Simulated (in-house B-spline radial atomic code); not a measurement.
**PBE hybrid excitations of neutral helium**

Method: PBE hybrid with 0.4 exact exchange. Computed with a B-spline radial code for spherical atoms: linear response of the closed shell 1s2 with the functional's adiabatic kernel; non-relativistic, point nucleus, no spin-orbit coupling, no double excitations, S, P, D and F terms only.

Command:
```bash
python run_td.py task.json out
```
Settings (radii: box in bohr, nucleus in fm):
```
Z                        2
electrons                2
configuration            1s2
hamiltonian              nr
method                   pbeh
box_radius               75
exact_exchange_fraction  0.4
intervals                48
```

Run time, properties included: 0.1 s on 1 thread of Arm Neoverse N1 (shared host).

The lowest states, in the order of their Tamm-Dancoff energies; the method's threshold (minus the highest occupied level) is 19.710 eV. Labels give the largest channel, * marks a mixed state, and oscillator strengths are full-response dipole values. Measured ¹D terms are left out, since they can mix with doubly excited terms. Semilocal kernels can invert the small singlet-triplet splittings of Rydberg terms. Energies in eV:

```csv
state,full response,Tamm-Dancoff,oscillator strength,measured (J-weighted term)
1s → 2s 3S,17.956,17.984,-,19.820
1s → 2s 1S,?,?,-,-
1s → 2p 3P,?,?,-,?
1s → 2p 1P,19.007,19.008,0.0742,21.218
```

Problem. Where does 1s → 2p 3P lie?

Solution. At 18.899 eV in full response, 18.904 eV in Tamm-Dancoff; measured 20.964 eV.

Problem. Where does 1s → 2s 1S lie?

Solution. At 18.552 eV in full response, 18.569 eV in Tamm-Dancoff.

Problem. How large is the singlet-triplet splitting of 1s → 2s (S terms) in Tamm-Dancoff?

Solution. 0.585 eV, from the unrounded values.

Problem. What polarisabilities and dispersion coefficient does the method give?

Solution. Dipole 1.447 bohr³, quadrupole 2.789 bohr⁵, C6 1.548 hartree·bohr⁶ for two such species. Recommended dipole value: 1.38375 ± 2e-05 bohr³ (Schwerdtfeger and Nagle, table of static dipole polarizabilities (2023 update)), which includes relativity and correlation.
